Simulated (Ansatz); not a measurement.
GaBr3, SMILES [Br][Ga]([Br])[Br].

Geometry: B3LYP-D3(BJ)/def2-SVP. The isomer is the one that the SMILES or the coordinates give; other isomers of the formula were not compared.

Two levels are set side by side: PBE/def2-TZVPD (Ansatz, a quantum-chemistry and plane-wave program) and PBE0/def2-TZVPD (Ansatz). Energy differences of separate SCF runs at the same geometry; the states with an electron removed or added have multiplicity 2 and 2. Differences are taken from unrounded values.

| quantity | PBE0 |
|---|---|
| vertical ionisation energy (eV) | 10.57 |
| vertical electron affinity (eV) | 0.91 |
| vertical singlet–triplet gap (eV) | 4.72 |

### Question
What does PBE give, and how far is it from PBE0? (An estimate is asked for; the answer gives what the named calculation found.)

### Answer

```json
[
 {"quantity": "vertical ionisation energy (eV)", "PBE": "10.03", "PBE minus PBE0": "-0.54"},
 {"quantity": "vertical electron affinity (eV)", "PBE": "1.03", "PBE minus PBE0": "0.11"},
 {"quantity": "vertical singlet–triplet gap (eV)", "PBE": "4.11", "PBE minus PBE0": "-0.60"}
]
```
